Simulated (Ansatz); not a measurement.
Start from `C#CB(Cl)Cl` and change one element to get `C#[C][Ga]([Cl])[Cl]`.

Ansatz, PBE0-D4/def2-TZVP geometries, multiplicity 1. 

Scalar relativity is left out up to krypton.

```json
{"property": "HOMO–LUMO gap (B3LYP/def2-TZVPP) / eV", "`C#CB(Cl)Cl`": "5.84"}
{"property": "size of the dipole moment (B3LYP/def2-TZVPP) / D", "`C#CB(Cl)Cl`": "1.61"}
{"property": "LUMO energy (B3LYP/def2-TZVPP) / eV", "`C#CB(Cl)Cl`": "-2.48"}
{"property": "HOMO–LUMO gap (PBE0/def2-TZVPP) / eV", "`C#CB(Cl)Cl`": "6.27"}
{"property": "HOMO–LUMO gap (PBE/def2-TZVPP) / eV", "`C#CB(Cl)Cl`": "4.12"}
{"property": "HOMO energy (PBE/def2-TZVPP) / eV", "`C#CB(Cl)Cl`": "-7.30"}
```

Problem. What does the change do to each property? (Estimate.)

Solution. Computed: 
| property | `C#[C][Ga]([Cl])[Cl]` | shift |
| --- | --- | --- |
| HOMO–LUMO gap (B3LYP/def2-TZVPP) / eV | 6.38 | 0.54 |
| size of the dipole moment (B3LYP/def2-TZVPP) / D | 2.23 | 0.62 |
| LUMO energy (B3LYP/def2-TZVPP) / eV | -2.19 | 0.29 |
| HOMO–LUMO gap (PBE0/def2-TZVPP) / eV | 6.89 | 0.62 |
| HOMO–LUMO gap (PBE/def2-TZVPP) / eV | 4.83 | 0.71 |
| HOMO energy (PBE/def2-TZVPP) / eV | -7.58 | -0.28 |

With PBE0 the HOMO falls by 0.25 eV and the LUMO rises by 0.37 eV, so the gap widens by about 0.62 eV. PBE moves the HOMO by -0.28 eV and ωB97M-V by -0.27 eV. Dipoles are sizes alone; their direction can turn.

B3LYP here is the variant with VWN-RPA as its local correlation; programs differ in this.
